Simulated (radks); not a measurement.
Species: O. Configuration: [He] 2s2 2p4.

Method: non-relativistic Kohn-Sham, LDA (Slater exchange, Perdew-Wang correlation), spin-polarised, spherical densities, point nucleus; open shells are filled with parallel spins first; computed with a radial shooting solver on a logarithmic mesh with Libxc functionals.

Energy parts (Ry):
total: -149.04966
kinetic: 148.35457
electron-nucleus: -354.55237
Hartree: 72.81604
exchange-correlation: -15.66790

Orbitals (lengths in bohr, moments of r in powers of bohr):
| orbital | occ. | eigenvalue (Ry) | <r> |
|---|---|---|---|
| 1s up | 1 | -37.53364 | 0.2011 |
| 1s down | 1 | -37.42709 | 0.2006 |
| 2s up | 1 | -1.83050 | 1.137 |
| 2s down | 1 | -1.60339 | 1.170 |
| 2p up | 3 | -0.76168 | 1.228 |
| 2p down | 1 | -0.54488 | 1.336 |

The highest occupied level is 2p down at -7.414 eV. The density falls to 0.001 e/bohr^3 at r = 3.28 bohr. Spin moment in Bohr magnetons: 2. Summed over all electrons, <r^2> = 11.75 bohr^2, which gives a Langevin (diamagnetic) susceptibility term of -9.31 x 10^-6 cm^3/mol. The spin density at the nucleus is -0.0172 e/bohr^3 (1s -0.5005, 2s 0.4833), a Fermi contact field of -0.9 T. For comparison, the ionisation energy in NIST's Atomic Spectra Database is 13.618 eV (measured). In exact Kohn-Sham theory the highest level is minus the ionisation energy, but local and semilocal functionals leave it too shallow, through self-interaction and a potential that decays too fast; potentials with the right tail come closer.
